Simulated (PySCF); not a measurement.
C6H6FNO.
InChI=1S/C6H6FNO/c1-5(9)6(4-7)2-3-8/h2H,4H2,1H3/b6-2-

Computed with TDDFT wB97X-D/def2-SVPD, vertical, gas phase, core orbitals frozen in the response in PySCF 2.14.0, density-fitted response routines. Isolated species at its GFN2-xTB geometry (one conformer only). Torsions of this conformer, `[CH3:1][C:2](=[O:3])/[C:4](=[CH:5]\[C:6]#[N:7])[CH2:8][F:9]`: C1–C2–C4–C5 0°, C2–C4–C8–F9 180°.

Task: Predict the UV-vis stick spectrum at this level.

Result: 

```csv
state,E (eV),λ (nm),f,"main configurations (H = HOMO, L = LUMO)"
S1,3.64,340.3,0.0002,H→L (92%)
S2,5.44,227.8,0.395,H-1→L (96%)
S3,5.79,214.0,0.0000,H-2→L (94%)
S4,6.60,187.9,0.0010,"H-4→L (54%), H→L+2 (32%)"
S5,7.06,175.7,0.017,H-3→L (80%)
S6,7.06,175.6,0.0051,"H→L+2 (42%), H-4→L (32%), H-3→L (14%)"
S7,7.30,169.9,0.0003,"H-1→L+3 (67%), H-1→L+1 (17%)"
S8,7.41,167.2,0.0056,H-5→L (91%)
```

Triplets, Tamm–Dancoff:

```json
{"state": "T1", "E (eV)": "3.19", "λ (nm)": "388.8", "main configurations (H = HOMO, L = LUMO)": "H→L (88%), H→L+2 (10%)"}
{"state": "T2", "E (eV)": "3.27", "λ (nm)": "379.1", "main configurations (H = HOMO, L = LUMO)": "H-1→L (93%)"}
{"state": "T3", "E (eV)": "5.53", "λ (nm)": "224.2", "main configurations (H = HOMO, L = LUMO)": "H-2→L (89%)"}
```

The lowest singlet lies at 3.64 eV (340 nm, ultraviolet) and is dark (f under 0.0005); its leading configuration is HOMO→LUMO (92%). The most intense listed level is S2 at 5.44 eV (228 nm, f = 0.395), 1.80 eV above S1. S5/S6 lie within about 0.01 eV of each other. Löwdin shares by element: HOMO oxygen 61%, carbon 31% or more; LUMO carbon 55% or more, oxygen 16% (atoms not listed hold the other 29%). Orbital energies (eV): HOMO-3 -12.52, HOMO-2 -11.98, HOMO-1 -10.47, HOMO -10.19, LUMO -1.30, LUMO+1 1.89, LUMO+2 1.89. Weighted by f, the mean energy of these states is 5.56 eV. The oscillator strengths of these states sum to 0.425; summed over the whole spectrum of an exact calculation they would give the number of electrons, 66 (Thomas–Reiche–Kuhn). No computed singlet lies in the visible range (380 to 750 nm); the lowest, at 340 nm, stands 0.38 eV above its violet end (3.26 eV); a Tamm–Dancoff triplet lies at 389 nm, without intensity as long as spin–orbit coupling is left out. Singlets were solved by full linear response, triplets in the Tamm–Dancoff approximation.
